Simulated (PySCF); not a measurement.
C₆ coefficients of unlike pairs at UHF

Calculated with PySCF 2.14 from the dipole response of each species, C₆(A,B) = (3/π) ∫ α_A(iu) α_B(iu) du, in atomic units, from isotropic polarisabilities. For ions this is the dispersion term alone; charge-induced terms of lower order in 1/R come first.

| species | configuration | basis | relativity | α (bohr³) | C₆ (like pair) |
| --- | --- | --- | --- | --- | --- |
| Pb⁺ | [Xe] 4f14 5d10 6s2 6p1 (2P) | def2-QZVPPD with the def2 core potential (60 electrons) (8s6p5d4f1g) | core potential | 28.79 | 253.9 |
| Au³⁺ | [Xe] 4f14 5d8 (3F) | def2-TZVPPD with the def2 core potential (60 electrons) (6s5p3d2f1g) | core potential | 5.324 | 30.07 |
| Mn⁺ | [Ar] 3d5 4s1 (7S) | aug-cc-pwCVTZ-DK with one added diffuse shell each of s, p, d, f, g type (11s10p8d5f4g) | spin-free X2C | 38.79 | 213.7 |
| Ba²⁺ | [Xe] (1S) | aug-cc-pVQZ-X2C (10s9p7d4f2g) | spin-free X2C | 10.29 | 72.98 |

Question: Estimate C₆ for Au³⁺ with Pb⁺.

Answer: The integral gives 77.61. The combination rule 2 C_A C_B / (C_A α_B/α_A + C_B α_A/α_B) gives 72.86 and the geometric mean 87.37.

No spin-orbit coupling is included.

The other pairs:

```
      pair     C₆
  Mn⁺, Pb⁺  220.5
 Ba²⁺, Mn⁺  102.4
 Ba²⁺, Pb⁺  130.0
Ba²⁺, Au³⁺  45.70
 Mn⁺, Au³⁺  58.53
```
